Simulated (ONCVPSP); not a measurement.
## Before and after: ONCV potential for tungsten (W)

W (Z = 74), optimised norm-conserving Vanderbilt (ONCV), made with ONCVPSP 4.0.1 (PBE, scalar-relativistic). Core [Kr] 4d10 4f14, reference 5s2 5p6 5d4 6s2. Waves: 5s+6s: rc 1.90 bohr, ncon 4, nbas 8, qcut 5.4 1/bohr, 3 projectors, debl 2.6 Ha; 5p: rc 1.40 bohr, ncon 4, nbas 8, qcut 7 1/bohr, 1 projector; 5d: rc 2.40 bohr, ncon 4, nbas 9, qcut 5.2 1/bohr, 2 projectors, debl 0.8 Ha. Local part: polynomial inside 1.20 bohr (lpopt 5, dvloc0 0 Ha). Core correction: Teter function, fcfact 4.75, rcfact 1.45.

Change: s: qcut 6.5; p: qcut 8.4; d: qcut 6.3.

Cutoffs: the cutoffs (Ha) at which the residual kinetic energy of the hardest occupied pseudo-wave falls to 1 and 0.1 mHa per electron; they do not see the model core or the augmentation charge, which bear on the density cutoff. Errors are all-electron minus pseudo energies relative to the spin-unpolarised reference configuration.

Predict the effect on cutoff, ghosts and configuration errors.

The potential gets neither clearly harder nor softer (24 Ha and 92 Ha → 28 Ha and 34 Ha); a bound ghost appears in d, which as a rule spoils a file; of the 4 tests that both files solve, the error grows in 0 and shrinks in 3 by more than 15 % and 0.3 meV (median size 18.6 → 15.1 meV).

```csv
quantity,base,changed
"cutoff, loose",24 Ha,28 Ha
"cutoff, tight",92 Ha,34 Ha
loose cutoff by channel,"s 11 Ha, p 24 Ha, d 11 Ha","s 14 Ha, p 28 Ha, d 13 Ha"
bound ghosts,none,d
GHOST(+) flags under 300 eV,s at 218.7 eV,s at 235.2 eV
"error for 5s2 5p6 5d4 6s1, meV [ΔE 8.88 eV]",-4.7,-4.4
"error for 5s2 5p6 5d4 6s0, meV [ΔE 24.56 eV]",-17,-14
"error for 5s2 5p6 5d3 6s0, meV [ΔE 49.95 eV]",-20,-16
"error for 5s2 5p6 5d3 6s2 6p1, meV [ΔE 4.02 eV]",+69,+48
s: phases at 1.93 bohr within 0.05 rad from the reference energy up to (Ha; the scan ends near 5),to the end of the scan,to the end of the scan
p: phases at 1.42 bohr within 0.05 rad from the reference energy up to (Ha; the scan ends near 5),1.7,2.1
d: phases at 2.44 bohr within 0.05 rad from the reference energy up to (Ha; the scan ends near 5),to the end of the scan,to the end of the scan
"rms error of d²Exc/dni dnj with the model core, mHa",1.56,1.50
```

 A true bound ghost makes a file unfit for plane-wave use even where its test errors are small: the radial tests pick states by their node count and pass the ghost by.
